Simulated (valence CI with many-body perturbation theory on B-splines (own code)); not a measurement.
**Tl LXXVII: E2, E3, M1, M2 decay**

Level of theory: configuration interaction combined with many-body perturbation theory (CI+MBPT): three valence electrons over a frozen Dirac-Fock core [He], a basis of 11 s, 11 p, 10 d, 8 f, 5 g, 2 h functions for each j, with the one-electron correlation potential Σ1, the two-electron term Σ2, the three-electron term Σ3, Breit, model QED; selected CI, second order for the rest, scaled by the run's own slope (own B-spline code, finite nucleus).

No measured spectrum was set against this ion. As an estimate, large intervals hold to a few tenths of a per cent, small ones and those within an open d or f shell to about a per cent.

Lines 1 to 50 of 53 in falling wavelength, among levels below 158870 × 10³ cm⁻¹, chosen from the decays that carry over 1 % of a level's rate. Wavelengths and rates use the calculated energies. Electric multipoles are in the length gauge, E1 and E2 with the static RPA response of the core. S is in atomic units (e²a₀⁴ for E2 and M2, e²a₀⁶ for E3), for M1 in squared Bohr magnetons. Weak lines are less certain than strong ones. Lines between different terms over intervals too small for the method are left out, as are lines whose strength nearly cancels. The highest levels of a list are the least certain.

Levels are named by their leading jj configuration (3d3/2^4 stands for four electrons in 3d with j = 3/2), which in mixed levels can hold well under half, so a name can repeat and another be missing. Letters in brackets count levels of one name in rising energy.

```tsv
λ vac (nm)	Upper	Lower	Type	A (s⁻¹)	S (a.u.)
0.5824	(2s 2p1/2 2p3/2) J=3/2 [a]	(2s 2p1/2^2) J=1/2	M1	5.32e+10	1.56e+00
0.5710	(2s 2p1/2 2p3/2) J=5/2	(2s 2p1/2^2) J=1/2	E2	4.75e+08	1.54e-05
0.5687	(2s 2p3/2 3d5/2) J=9/2	(2s 2p1/2 3d5/2) J=7/2	M1	4.86e+10	3.31e+00
0.5580	(2s^2 2p3/2) J=3/2	(2s^2 2p1/2) J=1/2	M1	4.81e+10	1.24e+00
0.1124	(2s 2p1/2 3p1/2) J=1/2 [a]	(2s 2p1/2 2p3/2) J=3/2 [a]	E2	4.16e+12	1.34e-05
0.1121	(2s^2 3p1/2) J=1/2	(2s^2 2p3/2) J=3/2	E2	5.29e+12	1.67e-05
0.1074	(2s 2p3/2 3p3/2) J=7/2	(2s 2p3/2^2) J=3/2	E2	1.84e+11	1.88e-06
0.1062	(2s 2p3/2 3p3/2) J=7/2	(2s 2p3/2^2) J=5/2	E2	1.88e+12	1.81e-05
0.1061	(2s 2p3/2 3p3/2) J=1/2 [b]	(2s 2p3/2^2) J=3/2	E2	3.28e+12	7.87e-06
0.1059	(2s^2 3p3/2) J=3/2	(2s^2 2p3/2) J=3/2	E2	2.69e+12	1.28e-05
0.1050	(2s 2p3/2 3p3/2) J=1/2 [b]	(2s 2p3/2^2) J=5/2	E2	1.02e+12	2.33e-06
0.1042	(2s 2p3/2 3d5/2) J=9/2	(2s 2p3/2^2) J=5/2	M2	1.79e+11	1.95e-06
0.1042	(2s 2p3/2 3d5/2) J=9/2	(2s 2p3/2^2) J=5/2	E3	1.12e+10	4.75e-07
0.08938	(2s 2p3/2 3p3/2) J=7/2	(2s 2p1/2 2p3/2) J=5/2	E2	1.33e+12	5.44e-06
0.08911	(2s 2p3/2 3p3/2) J=7/2	(2s 2p1/2 2p3/2) J=3/2 [a]	E2	2.20e+12	8.85e-06
0.08905	(2s 2p3/2 3p3/2) J=1/2 [b]	(2s 2p1/2 2p3/2) J=3/2 [b]	E2	3.08e+12	3.08e-06
0.08899	(2s^2 3p3/2) J=3/2	(2s^2 2p1/2) J=1/2	E2	3.39e+12	6.75e-06
0.08793	(2s 2p3/2 3d5/2) J=9/2	(2s 2p1/2 2p3/2) J=5/2	M2	8.07e+10	3.79e-07
0.08793	(2s 2p3/2 3d5/2) J=9/2	(2s 2p1/2 2p3/2) J=5/2	E3	1.13e+10	1.46e-07
0.08766	(2s 2p3/2 3d5/2) J=9/2	(2s 2p1/2 2p3/2) J=3/2 [a]	E3	2.34e+10	2.96e-07
0.08742	(2p1/2 2p3/2 3d3/2) J=5/2 [a]	(2s 2p1/2 2p3/2) J=1/2	E2	5.81e+12	1.59e-05
0.08733	(2p1/2 2p3/2 3d3/2) J=7/2	(2s 2p1/2 2p3/2) J=3/2 [b]	E2	8.90e+12	3.23e-05
0.08712	(2s 2p1/2 3d3/2) J=5/2	(2s^2 2p1/2) J=1/2	E2	1.24e+13	3.33e-05
0.08701	(2p1/2^2 3d3/2) J=3/2	(2s 2p1/2^2) J=1/2	E2	1.86e+13	3.31e-05
0.08691	(2p1/2 2p3/2 3d3/2) J=5/2 [a]	(2s 2p1/2 2p3/2) J=5/2	E2	4.07e+12	1.08e-05
0.08681	(2p1/2 2p3/2 3d3/2) J=7/2	(2s 2p1/2 2p3/2) J=5/2	E2	8.04e+12	2.83e-05
0.08665	(2p1/2 2p3/2 3d3/2) J=3/2 [a]	(2s 2p1/2 2p3/2) J=3/2 [a]	E2	1.32e+13	2.30e-05
0.08665	(2p1/2 2p3/2 3d3/2) J=5/2 [a]	(2s 2p1/2 2p3/2) J=3/2 [a]	E2	8.14e+12	2.13e-05
0.08660	(2p1/2 2p3/2 3d3/2) J=1/2 [a]	(2s 2p1/2 2p3/2) J=3/2 [a]	E2	1.69e+13	1.47e-05
0.08655	(2p1/2 2p3/2 3d3/2) J=7/2	(2s 2p1/2 2p3/2) J=3/2 [a]	E2	1.73e+12	6.00e-06
0.08634	(2p3/2^2 3d5/2) J=7/2	(2s 2p3/2^2) J=3/2	E2	7.23e+12	2.48e-05
0.08623	(2p3/2^2 3d5/2) J=1/2	(2s 2p3/2^2) J=3/2	E2	1.77e+13	1.50e-05
0.08602	(2s 2p3/2 3d5/2) J=3/2 [a]	(2s^2 2p3/2) J=3/2	E2	2.74e+13	4.61e-05
0.08596	(2s 2p1/2 3d5/2) J=3/2	(2s^2 2p1/2) J=1/2	E2	2.48e+13	4.15e-05
0.08592	(2p1/2 2p3/2 3d5/2) J=7/2 [a]	(2s 2p1/2 2p3/2) J=5/2	E2	1.02e+12	3.42e-06
0.08590	(2s 2p3/2 3d5/2) J=1/2	(2s^2 2p3/2) J=3/2	E2	2.50e+13	2.09e-05
0.08581	(2p1/2 2p3/2 3d5/2) J=9/2	(2s 2p1/2 2p3/2) J=5/2	E2	1.97e+13	8.20e-05
0.08577	(2p3/2^2 3d5/2) J=5/2 [b]	(2s 2p3/2^2) J=1/2	E2	1.91e+13	4.74e-05
0.08567	(2p1/2 2p3/2 3d5/2) J=7/2 [a]	(2s 2p1/2 2p3/2) J=3/2 [a]	E2	1.78e+13	5.87e-05
0.08560	(2p3/2^2 3d5/2) J=7/2	(2s 2p3/2^2) J=5/2	E2	1.24e+13	4.08e-05
0.08560	(2p3/2^2 3d5/2) J=9/2	(2s 2p3/2^2) J=5/2	E2	2.00e+13	8.19e-05
0.08552	(2s 2p3/2 3d5/2) J=7/2 [b]	(2s^2 2p3/2) J=3/2	E2	8.13e+12	2.66e-05
0.07826	(2p1/2^2 4f7/2) J=7/2	(2p1/2^2 2p3/2) J=3/2	E2	1.20e+13	2.52e-05
0.07825	(2s 2p1/2 4f7/2) J=7/2 [b]	(2s 2p1/2 2p3/2) J=3/2 [b]	E2	7.05e+12	1.48e-05
0.07824	(2s 2p1/2 4f7/2) J=5/2	(2s 2p1/2 2p3/2) J=1/2	E2	8.28e+12	1.30e-05
0.07784	(2s 2p1/2 4f7/2) J=9/2	(2s 2p1/2 2p3/2) J=5/2	E2	1.17e+13	2.99e-05
0.07780	(2s 2p1/2 4f7/2) J=7/2 [a]	(2s 2p1/2 2p3/2) J=3/2 [a]	E2	8.69e+12	1.77e-05
0.07769	(2s^2 4f7/2) J=7/2	(2s^2 2p3/2) J=3/2	E2	1.18e+13	2.40e-05
0.06904	(2s 2p1/2 4p3/2) J=5/2	(2s 2p1/2^2) J=1/2	E2	1.16e+12	9.75e-07
0.06875	(2s^2 4p3/2) J=3/2	(2s^2 2p1/2) J=1/2	E2	1.42e+12	7.78e-07
```
